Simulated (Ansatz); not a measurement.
Computed with Ansatz.

Basis-set series for `BNC(=N)F`. The species carries charge 0 and has multiplicity 1. The geometry is a stationary point of PBE0-D4/def2-TZVP. It is one conformer, not always the lowest.

Cartesian coordinates in Å:
```
B -1.144 0.942 0.458
N -0.371 -0.232 0.517
C 0.700 -0.564 -0.288
N 1.173 0.112 -1.219
F 1.180 -1.769 0.089
H -2.033 1.037 1.249
H -0.891 1.770 -0.354
H -0.575 -0.942 1.204
H 1.961 -0.354 -1.655
```

```json
{"functional": "PBE0-D4", "basis": "def2-SVP", "functions": "90", "energy (Eh)": "-274.22755", "HOMO (eV)": "-8.17", "LUMO (eV)": "-0.88"}
{"functional": "PBE0-D4", "basis": "def2-QZVPP", "functions": "405", "energy (Eh)": "-274.56110", "HOMO (eV)": "-8.34", "LUMO (eV)": "-1.15"}
{"functional": "ωB97M-V", "basis": "def2-SVP", "functions": "90", "energy (Eh)": "-274.42767", "HOMO (eV)": "-10.43", "LUMO (eV)": "1.25"}
{"functional": "ωB97M-V", "basis": "def2-QZVPP", "functions": "405", "energy (Eh)": "-274.77080", "HOMO (eV)": "-10.63", "LUMO (eV)": "0.72"}
```

Problem. Give the rows for def2-TZVPP. (Estimate.)

Solution. The calculation gave: 
```tsv
functional	basis	functions	energy (Eh)	HOMO (eV)	LUMO (eV)
PBE0-D4	def2-TZVPP	211	-274.54614	-8.31	-1.10
ωB97M-V	def2-TZVPP	211	-274.75682	-10.59	0.87
```

Positive LUMOs are unbound and depend on the basis.
